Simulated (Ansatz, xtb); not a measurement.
# HNOSn: 6 structures ranked

6 gas-phase structures of HNOSn, found in a search over its isomers (lower ones may exist). Each was relaxed with GFN2-xTB:

A. `O[N]=[Sn]`, a singlet
B. a singlet given by its coordinates
C. `[NH]1[O][Sn]1`, a singlet
D. `[N]#[Sn][OH]`, a singlet
E. a triplet given by its coordinates
F. `[NH]=[Sn]=[O]`, a singlet

E (Å):

```yaml
atoms:
  - { symbol: N, position_ang: [-2.8607, -0.9241, 0.1397] }
  - { symbol: O, position_ang: [-2.4693, -0.1744, -0.8810] }
  - { symbol: Sn, position_ang: [-2.4499, 1.0482, 1.0293] }
  - { symbol: H, position_ang: [-3.2322, -1.8138, -0.1853] }
```

Close contacts (Å): N1–O2 1.33, N1–Sn3 2.20, O2–Sn3 2.27, N1–H4 1.02.

B (Å):

```yaml
atoms:
  - { symbol: N, position_ang: [-2.6844, -0.7229, -0.8579] }
  - { symbol: O, position_ang: [-2.8539, 0.3153, 0.2212] }
  - { symbol: Sn, position_ang: [-3.3425, -2.0810, 0.3924] }
  - { symbol: H, position_ang: [-2.0176, 0.7913, 0.1823] }
```

Close contacts (Å): N1–O2 1.51, N1–Sn3 1.96, O2–Sn3 2.45, O2–H4 0.96.

Estimate their order in r2SCAN-D4/def2-SVP energy at these geometries, lowest first.

Calculated order at r2SCAN-D4/def2-SVP: C (0.0), E (2.8), A (19.4), B (85.1), F (93.1), D (159.8) kJ/mol. Less than 1 kcal/mol parts C and E, so the order within that pair means little.

Energies above the lowest of each column, in kJ/mol; the last columns are at PBE0-D3(BJ)/def2-SVP geometries and were run for some of them only (a dash: not run or not comparable):

```csv
structure,GFN2-xTB,HF/STO-3G,r2SCAN-D4/def2-SVP,PBE0-D3(BJ)/def2-SVP,CCSD(T)/def2-TZVPP
C,0.0,0.0,0.0,0.0,0.0
E,–,25.2,2.8,1.6,67.4
A,7.3,58.9,19.4,16.7,35.1
B,94.7,175.5,85.1,–,–
F,94.3,320.2,93.1,–,–
D,160.8,345.3,159.8,–,–
```

Every level run on C puts it lowest or level with the lowest. CCSD(T)/def2-TZVPP orders those it was run on as C (0.0), A (35.1), E (67.4) kJ/mol. Some further structures that were screened fall inside this span and aren't listed. Flexible structures stand in one conformer each, not always the lowest. Frequencies (PBE0-D3(BJ)/def2-SVP) were run for A, C, E alone. GFN2-xTB has no spin polarisation and isn't compared across spin states. Open shells are spin-unrestricted. Large T1 diagnostics make some coupled-cluster values less sure. Atoms past krypton carry core potentials in the def2 sets, without spin–orbit terms.

Over these structures GFN2-xTB departs from r2SCAN-D4/def2-SVP by 4.8 kJ/mol on average once a common shift is removed. A GFN2-xTB relaxation took about 0.054 s and the r2SCAN-D4/def2-SVP energy about 0.76 s on a shared host (Ansatz 0.2.0, xtb 6.7.1).
